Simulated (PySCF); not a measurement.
## Relaxation of quintet MoF(OH)

Method: PySCF, UPBE0, basis Mo def2-TZVP with ECP28, F def2-TZVP, O def2-TZVP, H def2-TZVP (scalar-relativistic core potentials, no spin–orbit coupling, density fitting). A (50,194) grid was used.

A start displaced from a saddle point along its imaginary mode, with no symmetry imposed:

```xyz
4
charge 0 multiplicity 5, angstrom
Mo    0.0104    0.0318   -0.0241
F    -0.0469   -0.0841    1.8792
O    -0.0507   -0.0792   -1.9239
H     0.6807   -0.2500   -2.5476
```

Q: What forces act on the atoms at the start (eV/Å)?

A: 
| atom | Fx | Fy | Fz |
| --- | --- | --- | --- |
| Mo1 | 0.07 | 0.14 | -0.01 |
| F2 | -0.03 | -0.07 | -0.12 |
| O3 | 0.51 | -0.19 | -0.37 |
| H4 | -0.55 | 0.13 | 0.50 |

Q: What does it relax to?

A: It ends at C1 with Mo–F 1.884 Å, Mo–O 1.888 Å, O–H 0.962 Å; F–Mo–O 136.9°, H–O–Mo 122.7° (after a last refinement on a finer grid). A frequency run shows a minimum. Other isomers or separated fragments may lie lower.

Q: How much energy is released, and in how many steps?

A: 14.5 kJ/mol in 14 steps.

Open d and f shells are described by one determinant, and the ground state may have another occupation or spin.

The relaxation took 26 s on 4 threads of a shared Arm Neoverse V2 host, with 108 basis functions and 16 gradients; the process peaked at 1.3 GiB. Launch command: `OMP_NUM_THREADS=4 python axn.py task.json out`.
